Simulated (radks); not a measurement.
Ionisation of neutral tin, [Kr] 4d10 5s2 5p2, to [Kr] 4d10 5s2 5p1 as the strength of local exchange is varied. Calculated with a radial shooting solver on a logarithmic mesh with Libxc functionals: scalar-relativistic Kohn-Sham, Slater X-alpha exchange (alpha = 2/3 is LDA exchange), no correlation, spin-unpolarised, spherical densities, finite nucleus; Fermi nuclear charge, rms radius 4.6519 fm.

| alpha | E(Sn) (hartree) | exchange (hartree) | IE (eV) | -e of the level emptied (eV) | <r> of it (bohr) |
|---|---|---|---|---|---|
| 0.586 | -6148.22485 | -135.43473 | 5.540 | 2.492 (5p) | 3.441 |
| 0.667 | -6167.01598 | -154.61873 | 6.084 | 2.942 (5p) | 3.324 |
| 0.811 | -6200.56171 | -188.99981 | 7.110 | 3.817 (5p) | 3.142 |
| 0.853 | -6210.37943 | -199.09410 | 7.423 | 4.089 (5p) | 3.095 |
| 0.975 | -6238.98332 | -228.58555 | 8.369 | 4.924 (5p) | 2.969 |
| 1.013 | -6247.91877 | -237.82299 | 8.674 | 5.196 (5p) | 2.933 |

NIST Atomic Spectra Database: 7.344 eV (measured). The Delta-SCF value meets it near alpha = 0.84. Spin polarisation and multiplet splitting are left out, so open shells lie too high by an amount that depends on their filling. Spin-orbit splitting is averaged out at the scalar-relativistic level.

Beside tabulated values, note that spin-unpolarised runs miss the spin-polarisation part of the exchange energy of open shells.
